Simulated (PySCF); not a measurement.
Dipole response of Co (cobalt, neutral)

[Ar] 3d7 4s2, high-spin 4F determinant. Calculation: PySCF 2.14, in ANO-RCC-VTZP; scalar relativity by spin-free X2C-1e. Coupled (time-dependent) response in atomic units; α is the mean over directions. The basis has no added diffuse functions, which lowers α and C₆.

| method | mean α (bohr³) | C₆ (like pair) | S(−4) |
| --- | --- | --- | --- |
| PBEsol | 48.44 | 393.5 | 1161 |

S(−4) is the Cauchy moment in α(ω) = α(0) + S(−4) ω² + …

Reference α: 55 ± 4 bohr³ (recommended; Schwerdtfeger and Nagle, table of static dipole polarizabilities (2023 update)). Published C₆: 408.0 (Chu and Dalgarno (2004); Tang, Norbeck and Certain (1976)).

α(iu) at PBEsol:

```
u (hartree)  α(iu) (bohr³)
          0          48.44
     0.0500          45.73
      0.100          39.36
      0.200          25.93
      0.300          17.11
      0.500          8.906
      0.750          5.177
       1.00          3.590
       1.50          2.213
       2.00          1.573
       3.00         0.9304
       5.00         0.4303
```
